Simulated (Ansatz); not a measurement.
Consider the homolysis of the Cl–Sn bond: `[OH][Sn]([OH])([Cl])[Cl]` → Cl• + `[OH][Sn]([OH])[Cl]`•.

Gas-phase electronic energies from Ansatz, PBE0-D4/def2-TZVP geometries. CCSD(T)/CBS is the MP2 limit (def2-TZVPP, def2-QZVPP) plus CCSD(T) − MP2 in def2-TZVPP, frozen cores. This one scheme is used for every species, atoms too. DFT in def2-TZVPP. No spin–orbit coupling; open shells (•) take unrestricted orbitals. Spin–orbit coupling would lower the free atoms: a little for Cl. Elements past krypton have def2 core potentials. Bonds to Sn are less sure, by a few kJ/mol each and by 10 to 20 or more in all where they break to atoms, as the def2 sets lack core-valence functions. Each species was taken in one conformer, which may not be the lowest.

CCSD(T)/CBS gives +3.93 eV.

**Question.** Another level gave +3.71 eV. Which?
A. LC-ωPBE/def2-TZVPP
B. BHLYP-D4/def2-TZVPP
C. ωB97M-V/def2-TZVPP
D. ωB97X-V/def2-TZVPP

**Answer.** A. LC-ωPBE 3.71, ωB97M-V 3.79, BHLYP-D4 3.58, ωB97X-V 3.84 eV.

**Question.** What do rigid-rotor, harmonic-oscillator terms from PBE0-D4/def2-TZVP frequencies (298.15 K, 1 bar) make of the CCSD(T)/CBS value? (An estimate is asked.)

**Answer.** Ansatz gave: ΔZPE = -0.05 eV, ΔH = +3.89 eV, ΔS = 134 J/(mol·K), ΔG = +3.48 eV. Open shells count their whole term as degenerate.

Largest T1 diagnostic among the species: 0.018.

From BLYP to BHLYP (50 % exact exchange), in def2-TZVPP and without D4, ΔE moves by +0.26 eV. Leaving LDA and LC-ωPBE aside and taking each functional with its dispersion term where it has one, the values, not all of them listed here, spread over 0.49 eV, from BLYP-D4 to PBE-QIDH. LDA lies +0.60 eV from PBE without D4, its usual overbinding.

CCSD(T)/CBS has its own doubt, a few kJ/mol and more with outer-core shells, so smaller differences from it don't rank the levels.
